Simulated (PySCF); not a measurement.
3-methylsulfanylbuta-1,2-diene (C5H8S), SMILES C=C=C(C)SC.

Coordinates come from a PBE0-D3(BJ)/def2-SVP optimisation. One conformer was computed; it need not be the lowest.

The numbers are results of PBE/def2-TZVP in PySCF, not measurements.

Gas-phase values at a fixed geometry.

Computed frontier levels, gap, dipole moment and polarisability:
```yaml
highest_occupied_level: -5.11 eV
lowest_empty_level: -1.02 eV
orbital_gap: 4.09 eV
dipole_moment: 1.52 D
quadrupole, principal values (traceless, Buckingham form, about the centre of nuclear charge): -4.69, -1.62, 6.31 D·Å
mean_static_polarisability: 87.9 bohr³ (13.02 Å³)
polarisability_principal_values: 62.5, 73.9, 127.2 bohr³
```
